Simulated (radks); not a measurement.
Ho IV, configuration [Xe] 4f10 (the NIST ground configuration). All-electron calculation, non-relativistic Kohn-Sham, TPSS, spin-polarised, spherical densities, point nucleus; open shells are filled with parallel spins first (spin-orbit coupling, left out, can overturn this in heavy ions); meta-GGA in the generalised Kohn-Sham scheme; relativity is left out, which matters for an element this heavy. Program: a radial shooting solver on a logarithmic mesh with Libxc functionals.

Unscreened Slater integrals over Kohn-Sham orbitals (eV). They are taken over the spin-up orbitals.

| integral | value |
|---|---|
| F0(4f,4f) | 33.785 |
| F2(4f,4f) | 16.053 |
| F4(4f,4f) | 10.071 |
| F6(4f,4f) | 7.2449 |
| F0(4f,5p) | 20.014 |
| F2(4f,5p) | 6.4890 |
| G2(4f,5p) | 3.0650 |
| G4(4f,5p) | 2.4228 |
| F0(4f,5s) | 21.744 |
| G3(4f,5s) | 3.3568 |
| F0(5p,5p) | 16.476 |
| F2(5p,5p) | 8.9288 |
| F0(5p,5s) | 17.290 |
| G1(5p,5s) | 11.913 |
| F0(5s,5s) | 18.268 |

Derived for the open shells (J is the average intra-shell exchange parameter used in DFT+U). 4f: F4/F2 = 0.627, F6/F2 = 0.451, J = (286 F2 + 195 F4 + 250 F6)/6435 = 1.300 eV.
